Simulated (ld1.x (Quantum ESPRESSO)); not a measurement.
Values are calculated unless marked as measured or tabulated.
# Pseudopotentials across the periodic table

Generated with ld1.x 7.5 (TM, RRKJ, ultrasoft, PAW), atompaw 4.2 or ONCVPSP 4.0.1. The cutoff is in Ry: for ld1.x and atompaw files where the sum of valence levels is converged to 10 mRy in a Bessel basis, for ONCV files where the hardest occupied wave has 1 mHa per electron of residual kinetic energy. The error is the largest all-electron minus pseudo excitation energy over each file’s own four to seven test configurations (ionisations up to +4, promotions, holes and added fractions of an electron), all of which were solved. The labels leave out finer settings (local radius, basis sizes, second energies), which also bear on the numbers. Spin-polarised tests are not counted. The rows are a selection from randomly drawn settings: files with unsolved tests, undetermined cutoffs or missed reference levels are left out.

A true bound ghost makes a file unfit for plane-wave use even where its test errors are small: the radial tests pick states by their node count and pass the ghost by.

```csv
element,potential,cutoff (Ry),largest error (meV),bound ghosts
Si,"PAW, LDA (PZ), non-relativistic, rc 1.70/1.80 (sp), local smoothed, core correction yes, reference 3s2 3p1",10,-54,none
V,"RRKJ, LDA (PZ), fully relativistic, rc 1.35/1.65/1.55 (spd), local d, core correction yes, reference 3s2 3p6 3d3 4s0 4p0",90,+452,none
In,"TM, LDA (PZ), fully relativistic, rc 2.25/2.85/1.30 (spd), local s, core correction yes, reference 4d10 5s2 5p1",90,-237,none
I,"TM, revPBE, scalar-relativistic, rc 1.60/1.45/1.40 (spd), local d, core correction no, reference 5s2 5p3",100,-64,"s, p"
```

Fill in the row for B: TM, PBE, non-relativistic, rc 1.00/3.15/3.20 (spd), local p, core correction no, reference 2s2 2p1.

cutoff 55 Ry, largest error +296 meV, bound ghosts: none.

Fill in the row for Bi: TM, LDA (PZ), scalar-relativistic, rc 1.40/2.15/2.25 (spd), local smoothed, core correction yes, reference 6s2 6p0.

cutoff 110 Ry, largest error -235 meV, bound ghosts: s, p.

Fill in the row for Os: TM, PBE, scalar-relativistic, rc 2.60/1.45/2.50 (spd), local s, core correction yes, reference 5p6 5d6 6s2 6p0.

cutoff 80 Ry, largest error -343 meV, bound ghosts: none.
